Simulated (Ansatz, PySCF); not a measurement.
Bond stretch in CuCl, singlet.

- RKS-PBE = restricted PBE/def2-SVP run with Ansatz (an electronic-structure program)
- UKS-PBE = unrestricted PBE/def2-SVP (Ansatz)
- RKS-r2SCAN = restricted r2SCAN/def2-SVP (PySCF)
- UCCSD(T) = CCSD(T) on UHF/def2-SVP, 10 core orbitals frozen (PySCF 2.14.0)

Energies relative to the lowest point of each curve near equilibrium, in eV; the last columns give the difference from UCCSD(T):

```csv
R / Å,RKS-PBE,UKS-PBE,RKS-r2SCAN,UCCSD(T),RKS-PBE − UCCSD(T),UKS-PBE − UCCSD(T),RKS-r2SCAN − UCCSD(T)
1.67,2.296,2.296,2.240,2.731,-0.435,-0.435,-0.491
1.77,1.081,1.081,1.038,1.386,-0.305,-0.305,-0.348
1.88,0.363,0.363,0.335,0.540,-0.176,-0.176,-0.204
1.93,0.184,0.184,0.163,0.310,-0.126,-0.126,-0.147
2.03,0.014,0.014,0.007,0.057,-0.042,-0.042,-0.049
2.08,0.000,0.000,0.000,0.009,-0.009,-0.009,-0.009
2.11,0.008,0.008,0.013,0.000,0.008,0.008,0.013
2.22,0.120,0.120,0.140,0.063,0.057,0.057,0.077
2.30,0.258,0.258,0.288,0.177,0.081,0.081,0.111
2.41,0.490,0.490,0.536,0.392,0.099,0.099,0.144
2.59,0.917,0.917,0.986,0.815,0.101,0.101,0.170
2.82,1.454,1.454,1.554,1.385,0.069,0.069,0.169
3.15,2.115,2.115,2.257,2.128,-0.013,-0.013,0.129
3.44,2.569,2.565,2.747,2.730,-0.162,-0.166,0.017
3.71,2.897,2.874,3.105,3.100,-0.203,-0.225,0.006
4.15,3.278,3.179,—,3.354,-0.076,-0.175,—
4.59,3.526,3.344,—,3.417,0.109,-0.074,—
5.11,3.713,3.452,—,3.437,0.276,0.015,—
5.60,3.819,3.510,—,3.442,0.377,0.068,—
6.28,3.901,3.551,—,3.445,0.457,0.107,—
7.23,3.954,3.578,—,3.446,0.509,0.133,—
8.39,3.988,3.596,—,3.446,0.542,0.150,—
```

RKS-PBE is furthest from UCCSD(T) at 8.39 (0.542 eV, above); its mean absolute difference over the points is 0.192 eV.

UKS-PBE is furthest from UCCSD(T) at 1.67 (-0.435 eV, below); its mean absolute difference over the points is 0.120 eV.

RKS-r2SCAN is furthest from UCCSD(T) at 1.67 (-0.491 eV, below); its mean absolute difference over the points is 0.139 eV.

Dashes: no converged value, or the column stops at the first point that the program doubted or that broke a chosen test of continuity, which isn't proof of a fault.

The restricted form behind RKS-PBE, RKS-r2SCAN keeps the bonding electrons paired and can't separate into open-shell fragments. The unrestricted determinant behind UKS-PBE is spin-contaminated at 3.44 to 8.39 Å (<S²> up to 0.8, against 0.00 for a pure singlet). The unrestricted determinant behind UCCSD(T) is spin-contaminated at 3.44 to 8.39 Å (<S²> up to 1.0, against 0.00 for a pure singlet).
